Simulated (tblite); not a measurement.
Compound: C8H13OP.
Numbering: `[CH2:1]=[CH:2][P@@:3]([CH3:4])(=[O:5])[C:6]1=[CH:7][CH2:8][CH2:9][CH2:10]1` (hydrogens: H11, H12 on C1; H13 on C2; H14, H15, H16 on C4; H17 on C7; H18, H19 on C8; H20, H21 on C9; H22, H23 on C10)

Computed with GFN2-xTB (tblite), gas phase: L-BFGS steps from a force-field or distance-geometry start until the largest atomic force falls under 0.01 eV/Å.

Step 6: E = -825.6423 eV
```
atom  x, y, z in Å  |  force x, y, z in eV/Å
C1      3.4572   -0.9907    0.4844   -0.014  -0.003   0.013
C2      2.3161   -0.3694    0.7333    0.055  -0.111   0.093
P3      1.2314    0.1586   -0.6340   -0.041   0.041   0.112
C4      1.3747    1.9922   -0.6141    0.052   0.084  -0.054
O5      1.6059   -0.4388   -1.9203    0.006   0.004  -0.008
C6     -0.4888   -0.1924   -0.1487   -0.147  -0.051  -0.082
C7     -1.0826   -1.3514   -0.4312    0.062   0.150  -0.010
C8     -2.5095   -1.3697    0.0305    0.009  -0.074   0.028
C9     -2.8282    0.1202    0.1799    0.012   0.010   0.007
C10    -1.4668    0.7303    0.5391    0.026   0.079   0.107
H11     4.1159   -1.3091    1.2777    0.018   0.008   0.015
H12     3.7862   -1.2121   -0.5173   -0.153   0.037  -0.085
H13     2.0310   -0.1729    1.7566   -0.177   0.106  -0.040
H14     2.4377    2.2282   -0.6366    0.026   0.002   0.011
H15     0.9311    2.3719   -1.5326   -0.081  -0.030  -0.004
H16     0.9140    2.4691    0.2473    0.052  -0.112  -0.007
H17    -0.6108   -2.1763   -0.9295    0.036  -0.118  -0.005
H18    -3.1801   -1.9067   -0.6410    0.042   0.069   0.000
H19    -2.5618   -1.8393    1.0177    0.004  -0.169  -0.037
H20    -3.5952    0.3136    0.9299    0.068   0.007   0.019
H21    -3.1762    0.5266   -0.7681    0.012   0.008  -0.103
H22    -1.3847    1.7733    0.2403    0.036   0.004  -0.065
H23    -1.3211    0.6719    1.6201    0.101   0.060   0.096
```

Step 7: E = -825.6478 eV
```
atom  x, y, z in Å  |  force x, y, z in eV/Å
C1      3.4553   -0.9902    0.4870    0.088  -0.063  -0.026
C2      2.3150   -0.3709    0.7361   -0.045  -0.067   0.067
P3      1.2298    0.1545   -0.6344    0.051   0.117   0.053
C4      1.3754    1.9904   -0.6137    0.052   0.128  -0.074
O5      1.6058   -0.4390   -1.9233   -0.016   0.011   0.067
C6     -0.4906   -0.1923   -0.1514   -0.048   0.121  -0.003
C7     -1.0804   -1.3494   -0.4318   -0.086  -0.101  -0.055
C8     -2.5087   -1.3722    0.0309    0.031   0.016   0.043
C9     -2.8275    0.1212    0.1810    0.056  -0.043  -0.006
C10    -1.4646    0.7330    0.5404   -0.028   0.009   0.075
H11     4.1198   -1.3108    1.2764   -0.019   0.032  -0.010
H12     3.7794   -1.2099   -0.5182   -0.156   0.037  -0.043
H13     2.0248   -0.1690    1.7566   -0.162   0.094  -0.022
H14     2.4399    2.2308   -0.6376   -0.049  -0.033   0.011
H15     0.9290    2.3716   -1.5336   -0.045  -0.064   0.071
H16     0.9151    2.4688    0.2495    0.075  -0.142  -0.058
H17    -0.6104   -2.1791   -0.9287    0.021  -0.049   0.020
H18    -3.1802   -1.9059   -0.6419    0.046   0.066  -0.011
H19    -2.5609   -1.8485    1.0162    0.007  -0.123  -0.063
H20    -3.5951    0.3146    0.9298    0.063   0.007   0.027
H21    -3.1745    0.5267   -0.7692    0.025  -0.010  -0.062
H22    -1.3825    1.7753    0.2411    0.033   0.014  -0.080
H23    -1.3187    0.6771    1.6217    0.105   0.041   0.079
```

Problem. Estimate the geometry and energy of step 8. (The exact step hangs on the optimiser's Hessian estimate; all steps are aligned on step 7, rigid shifts and turns removed.)

Solution. E = -825.6552 eV, largest force 0.220 eV/Å
```
atom  x, y, z in Å  |  force x, y, z in eV/Å
C1      3.4547   -0.9909    0.4898   -0.013  -0.017  -0.022
C2      2.3123   -0.3738    0.7411   -0.017  -0.071  -0.026
P3      1.2285    0.1512   -0.6339    0.124   0.182  -0.007
C4      1.3773    1.9901   -0.6144    0.042   0.104  -0.075
O5      1.6054   -0.4389   -1.9254   -0.031   0.013   0.135
C6     -0.4933   -0.1892   -0.1548    0.002   0.061   0.027
C7     -1.0790   -1.3495   -0.4340   -0.121  -0.093  -0.014
C8     -2.5070   -1.3751    0.0323    0.028   0.088   0.028
C9     -2.8259    0.1220    0.1822    0.085  -0.083   0.001
C10    -1.4624    0.7366    0.5434   -0.068  -0.043   0.011
H11     4.1246   -1.3124    1.2746   -0.030   0.041  -0.020
H12     3.7676   -1.2064   -0.5204   -0.132   0.022  -0.015
H13     2.0137   -0.1622    1.7561   -0.128   0.067   0.016
H14     2.4422    2.2338   -0.6387   -0.094  -0.052  -0.002
H15     0.9252    2.3702   -1.5340   -0.010  -0.079   0.120
H16     0.9179    2.4658    0.2516    0.079  -0.140  -0.078
H17    -0.6096   -2.1834   -0.9270    0.017   0.009   0.027
H18    -3.1795   -1.9035   -0.6432    0.042   0.059  -0.023
H19    -2.5597   -1.8628    1.0131    0.010  -0.056  -0.081
H20    -3.5937    0.3161    0.9301    0.052   0.005   0.025
H21    -3.1718    0.5264   -0.7716    0.050  -0.042   0.013
H22    -1.3789    1.7781    0.2406    0.016   0.005  -0.076
H23    -1.3134    0.6847    1.6256    0.095   0.019   0.033
```

The energy changes by -0.0074 eV. The first-order estimate −F·Δx gives -0.0100 eV and the mean of the old and new forces, exact on a quadratic surface, -0.0073 eV. The step makes an angle of 53° with the force vector and moves no atom by more than 0.015 Å.
